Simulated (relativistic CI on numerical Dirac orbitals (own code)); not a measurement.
## Slater and spin-orbit integrals, Ta71+

Calculated at this level of theory: Dirac-Coulomb-Breit CI, orbitals from a KLI potential per configuration, model QED (radiative potential, 1s self-energy scaled to tabulated hydrogen-like ionisation energies), unscaled Slater integrals (own radial code, finite nucleus).

Slater integrals F^k, G^k are unscaled and averaged over j, outside the closed core (none); ζ comes from projecting the Hamiltonian with its Breit term on Σ l·s of the shell.

- 1s2s: G^0(1s,2s) = 470830 cm⁻¹; <r>(1s) = 0.01848, <r^2>(1s) = 0.0004683, <r>(2s) = 0.07391, <r^2>(2s) = 0.006489 (bohr units).
- 1s2p: G^1(1s,2p) = 770980, ζ(2p) = 8.0039e+06 cm⁻¹; <r>(1s) = 0.01847, <r^2>(1s) = 0.0004683, <r>(2p) = 0.06499, <r^2>(2p) = 0.005143 (bohr units).
- 1s3s: G^0(1s,3s) = 121940 cm⁻¹; <r>(1s) = 0.01846, <r^2>(1s) = 0.0004676, <r>(3s) = 0.1714, <r^2>(3s) = 0.03365 (bohr units).

Averages of the first 10 configurations, taken without configuration mixing, which lowers the lowest level and can move excited configurations by several eV; other configurations of the list can lie among them:

| Configuration | Parity | States | Average energy above the lowest level (eV) |
| --- | --- | --- | --- |
| 1s² | even | 1 | 0.5 |
| 1s2s | even | 4 | 57306.2 |
| 1s2p | odd | 12 | 58385.3 |
| 1s3s | even | 4 | 68351.3 |
| 1s3p | odd | 12 | 68670.2 |
| 1s3d | even | 20 | 68899.8 |
| 1s4s | even | 4 | 72143.5 |
| 1s4p | odd | 12 | 72276.8 |
| 1s4d | even | 20 | 72373.4 |
| 1s4f | odd | 28 | 72409.8 |
